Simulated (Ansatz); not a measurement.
The cation of Cl3H3HfOSi (`[SiH3][O][Hf]([Cl])([Cl])[Cl]`) at the neutral geometry.

```yaml
crystal:
  periodic: [false, false, false]
  atoms:
    - {symbol: Si, position_ang: [-1.191686, -0.662898, -1.246859]}
    - {symbol: O, position_ang: [-0.127291, -0.068764, -0.133743]}
    - {symbol: Hf, position_ang: [1.097709, 0.611098, 1.148427]}
    - {symbol: Cl, position_ang: [2.169514, -1.192229, 2.172752]}
    - {symbol: Cl, position_ang: [2.647551, 1.963280, 0.044070]}
    - {symbol: Cl, position_ang: [-0.096151, 1.854414, 2.722870]}
    - {symbol: H, position_ang: [-2.571646, -0.470070, -0.739105]}
    - {symbol: H, position_ang: [-0.918342, -2.106780, -1.446344]}
    - {symbol: H, position_ang: [-1.009669, 0.071948, -2.522067]}
basis:
  gaussian: {orbitals: def2-TZVPP}
total_charge: 1
magnetization: {spin_polarized: true, initial_magnetization: 1}
hamiltonian: {xc: r2scan, dispersion: d4}
```

```sh
$ ansatz run in.yaml --threads 2 --pin off --events-out ev --progress --plain --max-ram 32768MiB --backend cuda --devices 0, --max-vram 18GiB
```

Shortened log:

```
Functional definition: r2SCAN
1856 factors; their error is unknown
mean field evaluation 1: about -48833.7248 eV, gradient 6.0e1 eV
mean field evaluation 2: about -48662.7891 eV, gradient 1.7e2 eV
mean field evaluation 4: about -48841.8669 eV, gradient 2.4e1 eV
mean field evaluation 8: about -48845.9046 eV, gradient 8.9e0 eV
mean field evaluation 16: about -48846.5652 eV, gradient 2.2e-1 eV
mean field evaluation 32: about -48846.5668 eV, gradient 2.7e-6 eV
mean field -48846.56680935 eV, -1795.0782208515 hartree, gradient 1.9e-6 eV, S^2 0.754941; 20 other end points of the search recorded, 0 dependent functions left out
reference -48846.56682708 eV, -1795.0782215030 hartree; 44, 43 occupied and 253, 254 virtual orbitals, 1856 factors
Total energy: -48846.63480102 eV, -1795.0807194992 hartree
```

Hardware: 2 threads of an AMD EPYC 7R13 on a shared host and a share of an NVIDIA H100 80 GB. Wall time 39 s, peak host memory 1.1 GiB.
